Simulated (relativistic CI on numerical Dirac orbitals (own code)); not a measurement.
**Magnetism of Tm2+, 4f13, in a crystal field**

Calculated by Dirac-Coulomb-Breit CI, orbitals from a KLI potential per configuration, a model potential for QED, valence Slater integrals scaled by 0.8, one configuration in a parametric crystal field (own radial code).

Field parameters in Wybourne normalisation; cubic f-shell fields have B⁴₄ = √(5/14) B⁴₀ and B⁶₄ = −√(7/2) B⁶₀. The field is a parameter set, without covalency.

S is read from ⟨S²⟩ = S(S + 1).

Powder χT (cm³ K mol⁻¹) by Van Vleck's formula, with temperature-independent terms:

```
                                                                                                          Field    2 K    5 K   10 K  20 K  50 K  100 K  200 K  300 K
C2v, B20 = -170, B22 = 180, B40 = -330, B42 = 90, B44 = -410, B60 = 410, B62 = -30, B64 = -160, B66 = -320 cm⁻¹  0.924  0.969   1.04  1.19  1.62   2.11   2.42   2.51
                                     D3d, B20 = 30, B40 = 650, B43 = -690, B60 = -10, B63 = 280, B66 = 160 cm⁻¹   1.13   1.15   1.19  1.26  1.49   1.84   2.28   2.44
                                    D3d, B20 = 1460, B40 = -640, B43 = 310, B60 = 370, B63 = 0, B66 = -210 cm⁻¹   1.33   1.38   1.45  1.61     2    2.3   2.45    2.5
                                               D4h, B20 = -890, B40 = 1130, B44 = -440, B60 = 30, B64 = 80 cm⁻¹   1.93   1.93   1.94  1.96  2.01    2.1   2.27   2.39
                                                                                 Oh, B40 = 1400, B60 = 280 cm⁻¹  0.684  0.708  0.749  0.83  1.07   1.47   2.03   2.29
                                                                                 Oh, B40 = -210, B60 = 190 cm⁻¹   1.15    1.2   1.29  1.46  1.98   2.37   2.52   2.55
```

Question: For D3d, B20 = 30, B40 = 650, B43 = -690, B60 = -10, B63 = 280, B66 = 160 cm⁻¹: what effective moment follows at 300 K?

Answer: μ_eff = √(8χT) = 4.41 μB. The LS value g√(J(J + 1)) of the free ion's 2F°_7/2 level is 4.54 μB.
